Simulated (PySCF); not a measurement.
**How methods differ on the ionisation energy of Hf⁺**

Hf⁺ [Xe] 4f14 5d1 6s2 (2D) → Hf²⁺ [Xe] 4f14 5d2 (3F), as a difference of total energies. All numbers are calculated (PySCF 2.14, scalar relativity through the core potential, in aug-cc-pwCVTZ-PP with ECP60MDF (8s8p7d4f3g, 122 functions)). The calculations carry no spin-orbit coupling.

| method | ionisation energy (eV) |
| --- | --- |
| LDA | 15.055 |
| wB97X-V | 14.200 |
| M06-L | 13.757 |

The reference lies between the lowest fine-structure levels, while these numbers refer to the centres of the terms.

For comparison: 14.61 ± 0.04 eV (theoretical estimate listed by NIST; NIST Atomic Spectra Database, ionization energies).
